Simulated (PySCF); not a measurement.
Quadrupole coupling of methylcyanodiacetylene: levels of theory against gas-phase measurements

Values to reproduce (atoms as numbered below): 14N at N7: χzz = -4.25 MHz [1].
[1] measured, gas; W. C. Bailey, Calculation of NQCC in Gaseous State Molecules (compilation of microwave values)

Compound: methylcyanodiacetylene, C₆H₃N.
Structure used (PBE0-D3(BJ)/def2-SVP), in Å, numbered top down from 1:
```
atom  x, y, z in Å
C1    -2.1478    0.6549   -1.3771
C2    -1.0495    0.3162   -0.5006
C3    -0.1229    0.0293    0.2395
C4     0.9113   -0.2906    1.0649
C5     1.8408   -0.5791    1.8069
C6     2.8805   -0.9013    2.6365
N7     3.7652   -1.1757    3.3424
H8    -1.9468    1.5971   -1.9109
H9    -2.3082   -0.1354   -2.1273
H10   -3.0813    0.7783   -0.8057
```

What do the calculations give?

PySCF, non-relativistic, all at one geometry, with Q(14N) = 0.02044 b:

| level | functions | 14N N7 (MHz) | computed/reference − 1 (%) |
| --- | --- | --- | --- |
| B3LYP/6-31G-J | 96 | -3.541 | -16.7 |
| B3LYP/pcJ-0 | 100 | -4.637 | +9.1 |
| B3LYP/6-31G* | 104 | -3.586 | -15.6 |
| B3LYP/pcJ-1 | 219 | -4.515 | +6.2 |
| B3LYP/def2-TZVP | 235 | -4.660 | +9.6 |
| B3LYP/cc-pVTZ | 252 | -4.640 | +9.2 |
| B97-2/pcJ-1 | 219 | -4.267 | +0.4 |
| BHandHLYP/pcJ-1 | 219 | -4.739 | +11.5 |
| CAM-B3LYP/pcJ-1 | 219 | -4.620 | +8.7 |
| KT2/pcJ-1 | 219 | -4.259 | +0.2 |
| LDA/pcJ-1 | 219 | -4.317 | +1.6 |
| PBE/pcJ-1 | 219 | -4.165 | -2.0 |
| PBE0/pcSseg-1 | 134 | -4.500 | +5.9 |
| PBE0/pcJ-1 | 219 | -4.374 | +2.9 |

Closest here is KT2/pcJ-1 (0.2 % unsigned error), furthest B3LYP/6-31G-J (16.7 %); one molecule doesn't rank methods. Computed values are for fixed nuclei, while measured ones can include vibrational averaging.
